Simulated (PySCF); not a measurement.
# Simulated absorption spectrum

Species: C₂H₂BF₅Si.
Z-matrix (Å and degrees, PBE0-D3(BJ)/def2-SVP geometry), rows numbered from 1:
```
F 
B   1  1.3165
F   2  1.3177  1  116.90
Si  2  2.0326  1  122.31  3  -178.70
C   4  1.8837  2  107.72  1  -137.66
F   5  1.3421  4  118.59  2  -149.88
C   5  1.3369  4  123.84  2    30.96
F   7  1.3023  5  126.16  4  -179.74
F   7  1.3156  5  122.12  4     0.29
H   4  1.4931  2  110.25  1   106.16
H   4  1.4932  2  111.89  1   -15.37
```

Computed, not measured: TDDFT CAM-B3LYP/def2-SVPD, vertical, gas phase, core orbitals frozen in the response (PySCF 2.14.0, density-fitted response routines).

Computed states:

| state | E (eV) | f |
| --- | --- | --- |
| S1 | 5.84 | 0.0033 |
| S2 | 6.46 | 0.0066 |
| S3 | 6.82 | 0.029 |
| S4 | 6.97 | 0.313 |
| S5 | 7.19 | 0.023 |
| S6 | 7.94 | 0.013 |
| S7 | 8.12 | 0.015 |
| S8 | 8.16 | 0.019 |
| S9 | 8.20 | 0.0028 |
| S10 | 8.44 | 0.016 |

Each state is given a Gaussian of 0.5 eV full width at half maximum, with ε(max) = 2.175×10⁸ f / Δν̃ (Δν̃ the width in cm⁻¹). The cross-section is σ = 3.8235×10⁻²¹ ε cm², given in Mb (10⁻¹⁸ cm²). The width is an assumption, not a result. The curve ends short of the highest state used, and states not computed would add to its high-energy end.

**Question.** What does the envelope look like, and where are its maxima?

**Answer.** 
λ (nm), σ (Mb) and a bar:
```
    158.2       5.16 ##
    159.7       3.61 ##
    161.3       2.60 #
    162.8       2.50 #
    164.4       3.67 ##
    165.9       6.41 ###
    167.5      11.69 #####
    169.0      19.24 ########
    170.6      30.01 #############
    172.1      41.84 #################
    173.7      54.54 #######################
    175.2      64.47 ###########################
    176.8      70.86 ##############################
    178.3      71.81 ##############################
    179.9      67.48 ############################
    181.4      59.48 #########################
    183.0      48.58 ####################
    184.6      37.21 ################
    186.1      27.51 ###########
    187.7      19.01 ########
    189.2      12.98 #####
    190.8       8.45 ####
    192.3       5.61 ##
    193.9       3.66 ##
    195.4       2.50 #
    197.0       1.73 #
    198.5       1.27 #
    200.1       0.96 
    201.6       0.79 
    203.2       0.69 
    204.7       0.65 
    206.3       0.65 
    207.9       0.67 
    209.4       0.69 
    211.0       0.71 
    212.5       0.70 
    214.1       0.67 
    215.6       0.63 
    217.2       0.57 
    218.7       0.49 
    220.3       0.41 
    221.8       0.34 
    223.4       0.27 
    224.9       0.21 
    226.5       0.15 
    228.0       0.11 
    229.6       0.08 
    231.1       0.06 
    232.7       0.04 
    234.3       0.02 
    235.8       0.02 
    237.4       0.01 
    238.9       0.01 
    240.5       0.00 
    242.0       0.00 
    243.6       0.00
```

Maxima: 211 nm (5.86 eV), ε about 180, made up of S1 (96%); 178 nm (6.97 eV), ε about 19000, made up of S4 (90%) (ε in L mol⁻¹ cm⁻¹; maxima over ε = 5, shares over 10%). At its high-energy end, 7.84 eV, the curve is still rising (ε about 1400, from S6, S7 and S8).

**Question.** On this curve, what absorbance would a 10⁻³ mol/L sample give at 193 nm over a 1 cm path?

**Answer.** 193 nm is 6.424 eV, where ε is about 1200 L mol⁻¹ cm⁻¹, so A = ε c l ≈ 1.2 (Beer–Lambert, with the gas-phase spectrum and the assumed width).

**Question.** Coming from long wavelengths, where does ε first pass 100 L mol⁻¹ cm⁻¹?

**Answer.** At about 221 nm (5.61 eV), 0.23 eV below S1.

**Question.** What would ε be at 6.97 eV, the highest of these maxima, with half the width (0.25 eV)?

**Answer.** About 35200 L mol⁻¹ cm⁻¹ against 18800, a factor of about 1.9; a lone state at its own centre would give exactly 2.

All these states lie below the vertical ionisation energy of 10.15 eV (ΔSCF).

Hardware: Arm Neoverse N1, one thread, shared host with 64 logical CPUs at a one-minute load of 60. Cost: 3.9 min of wall time (with the writing of density and orbital grids), 1.2 GiB resident at most.

One conformer stands for the species.
